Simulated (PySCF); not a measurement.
Species: C8H9 (doublet state).
Cartesian coordinates in Å at the GFN2-xTB level; atoms count from 1:
```xyz
17
C8H9 angstrom
C      1.9953   -1.5463    0.5935
C      1.1230   -0.6194    0.1487
C      1.5504    0.6674   -0.2749
C      0.6500    1.6654   -0.5930
C     -0.7130    1.4861   -0.4593
C     -1.2680    0.2455   -0.0457
C     -2.5824    0.1119    0.2233
C     -0.3454   -0.9447    0.0368
H      3.0516   -1.3460    0.6350
H      1.6728   -2.5178    0.9259
H      2.6111    0.8682   -0.3048
H      1.0250    2.6294   -0.9085
H     -1.3857    2.3139   -0.6281
H     -3.0048   -0.8241    0.5455
H     -3.2610    0.9416    0.1279
H     -0.4779   -1.5205   -0.8892
H     -0.6481   -1.5987    0.8572
```

As a line formula: `C=C1[CH]C=CC(=C)C1` [radical].

Method used: UKS B3LYP, pcH-1 on C H, non-relativistic, mean-field spin-orbit, GIAO in PySCF 2.14.0. Geometry: GFN2-xTB, one conformer, isolated molecule. Couplings are sensitive to structure, and on GFN2-xTB geometries they can be far from those on DFT ones. The SCF solution wasn't tested for stability. ⟨S²⟩ is 0.804 where a pure state has 0.75.

The largest Mulliken spin populations are on C5 (+0.49), C3 (+0.49), C1 (+0.36) and C7 (+0.36). Four atoms exceed +0.15. The positive populations add up to 1.72 and the negative ones to -0.72, together 2S = 1.

**Question.** Test a(H) = Q·ρ(C) for the protons on planar carbons with a spin population beyond ±0.08.

**Answer.** 
```
  H   C    ρ(C)  a(H) (G)  a/ρ (G)
 H9  C1  +0.356     -7.46    -20.9
H10  C1  +0.356     -7.85    -22.0
H11  C3  +0.489    -10.93    -22.4
H12  C4  -0.239     +4.22    -17.7
H13  C5  +0.489    -10.94    -22.4
H14  C7  +0.356     -7.85    -22.0
H15  C7  +0.356     -7.46    -21.0
```

A least-squares line through the origin gives Q = -21.7 G with Mulliken populations. Where ρ is negative the coupling is positive.

**Question.** Leave H11 and its like out of the fit. How well does the relation then predict its coupling?

**Answer.** The other protons give Q = -21.1 G, so a = -21.1 × 0.489 ≈ -10.31 G, against the computed -10.93 G.

Couplings in gauss use g_iso = 2.0026.
